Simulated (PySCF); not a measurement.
C4H4F2O2, SMILES FC(F)=C1COCO1. Atoms are numbered in the order given.

```xyz
12

F      1.4863    -1.7933     0.6187
C      1.2390    -0.5410     0.2868
F      2.3425     0.1987     0.2668
C      0.0415    -0.0301     0.0113
C     -0.2885     1.3917    -0.3913
O     -1.7020     1.4090    -0.2690
C     -2.1204     0.0976    -0.4986
O     -1.1201    -0.7485     0.0579
H      0.0326     1.6060    -1.4306
H      0.1434     2.1541     0.2733
H     -2.2128    -0.1186    -1.5849
H     -3.0763    -0.0843     0.0128
```
Charge 0, spin multiplicity 1.

Geometry optimised at B3LYP-D3(BJ)/def2-SVP. This is a generated structure with no PubChem entry under its InChIKey; it may be hypothetical. Other conformers were not sampled.

All values below come from PySCF with TDA-PBE/def2-SVPD.

Vertical excitations. The molecule is in vacuum.

Computed lowest excited states:
```
state  energy (eV)  λ (nm)      f                          main pairs
-----  -----------  ------  -----  ----------------------------------
S1            5.16     240  0.004    HOMO→LUMO+1 73 %, HOMO→LUMO 27 %
S2            5.75     216  0.003                    HOMO→LUMO+2 99 %
S3            5.95     208  0.001                    HOMO→LUMO+3 94 %
S4            6.19     200  0.004                    HOMO→LUMO+4 95 %
S5            6.44     193  0.017                    HOMO→LUMO+6 71 %
S6            6.53     190  0.001  HOMO→LUMO+5 82 %, HOMO−1→LUMO 15 %
T1            4.25     291      0    HOMO→LUMO 78 %, HOMO→LUMO+1 20 %
T2            5.03     246      0    HOMO→LUMO+1 79 %, HOMO→LUMO 20 %
```
Triplets are in the Tamm–Dancoff approximation.
